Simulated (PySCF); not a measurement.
# Dipole response of Cl²⁺ (chlorine, charge +2)

[Ne] 3s2 3p3, high-spin 4S determinant. All numbers are calculated (PySCF 2.14, no relativity, point nucleus, in aug-cc-pV(D+d)Z (5s4p3d, 32 functions)). Coupled (time-dependent) response in atomic units; α is the mean over directions.

```tsv
method	mean α (bohr³)	C₆ (like pair)	S(−4)
UHF	6.027	21.61	11.58
PBE	5.888	21.07	10.06
PBE0	5.889	21.06	10.19
PW91	5.862	20.91	10.02
MN15	5.924	20.35	11.92
```

S(−4) is the Cauchy moment in α(ω) = α(0) + S(−4) ω² + …

α(iu) at PBE:

```json
{"u (hartree)": "0", "α(iu) (bohr³)": "5.888"}
{"u (hartree)": "0.0500", "α(iu) (bohr³)": "5.863"}
{"u (hartree)": "0.100", "α(iu) (bohr³)": "5.789"}
{"u (hartree)": "0.200", "α(iu) (bohr³)": "5.517"}
{"u (hartree)": "0.300", "α(iu) (bohr³)": "5.126"}
{"u (hartree)": "0.500", "α(iu) (bohr³)": "4.206"}
{"u (hartree)": "0.750", "α(iu) (bohr³)": "3.144"}
{"u (hartree)": "1.00", "α(iu) (bohr³)": "2.340"}
{"u (hartree)": "1.50", "α(iu) (bohr³)": "1.374"}
{"u (hartree)": "2.00", "α(iu) (bohr³)": "0.8863"}
{"u (hartree)": "3.00", "α(iu) (bohr³)": "0.4591"}
{"u (hartree)": "5.00", "α(iu) (bohr³)": "0.2004"}
```

For an ion, C₆ is the dispersion term alone; charge-induced terms of lower order in 1/R come first.
